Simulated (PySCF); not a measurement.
A calculated (r2SCAN, PySCF 2.14, aug-cc-pwCVTZ-X2C, scalar relativity by spin-free X2C-1e) atom or ion has these occupied shells.

```
shell  electrons  orbital energy (eV)  rms radius, mean of both spins (bohr)
 1s α          1              -3963.4                                 0.0889
 1s β          1              -3963.3                                 0.0889
 2s α          1              -418.12                                  0.395
 2s β          1              -418.01                                  0.395
 2p α          3              -336.24                                  0.364
 2p β          3              -336.15                                  0.364
 3s α          1              -46.365                                   1.25
 3s β          1              -45.865                                   1.25
 3p α          3              -26.589                                   1.40
 3p β          3              -26.026                                   1.40
 4s α          1               -3.570                                   4.52
 3d α          1               -1.261                                   3.74
```

Name the element and its charge.

Ca (calcium, neutral), in [Ar] 3d1 4s1, high-spin 3D determinant (an excited configuration).
